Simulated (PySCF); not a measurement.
Relaxation of triplet PtOF2

These are results of PySCF, UPBE0, basis Pt def2-SVP with ECP60, O def2-SVP, F def2-SVP (scalar-relativistic core potentials, no spin–orbit coupling, density fitting), not measurements. A (50,194) grid was used.

A hand-made trigonal planar start, of C2v symmetry, held to at least that symmetry:

Coordinates in bohr (charge 0 multiplicity 3):
```
Pt   -0.0322   -0.0558    0.0000
O    -1.6291   -2.8216    0.0000
F     3.5016   -0.0559    0.0000
F    -1.7991    3.0046    0.0000
```

Optimiser trace:
| step | E − E(last) (kJ/mol) | largest gradient (Eh/bohr) |
| --- | --- | --- |
| 0 | 55.63 | 0.03457 |
| 1 | 32.01 | 0.01778 |
| 2 | 15.91 | 0.01948 |
| 3 | 2.20 | 0.01316 |
| 4 | 0.16 | 0.00249 |
| 5 | 0.00 | 0.00029 |
| 6 | 0.00 | 0.00002 |

It ends at C2v with Pt–F 1.891 Å (×2), Pt–O 1.726 Å; F–Pt–F 154.9°, F–Pt–O 102.6° (×2) (after a last refinement on a finer grid). No frequency check is given, so it may be a saddle point.

Final geometry:
```xyz
4
charge 0 multiplicity 3, angstrom
Pt    0.0243    0.0422    0.0000
O    -0.8386   -1.4524    0.0000
F     1.8284   -0.5247    0.0000
F    -1.3685    1.3212    0.0000
```

Open d and f shells are described by one determinant, and the ground state may have another occupation or spin. No spin–orbit coupling is included, which matters more the heavier the element.

The relaxation took about 30 core-seconds on a shared host.
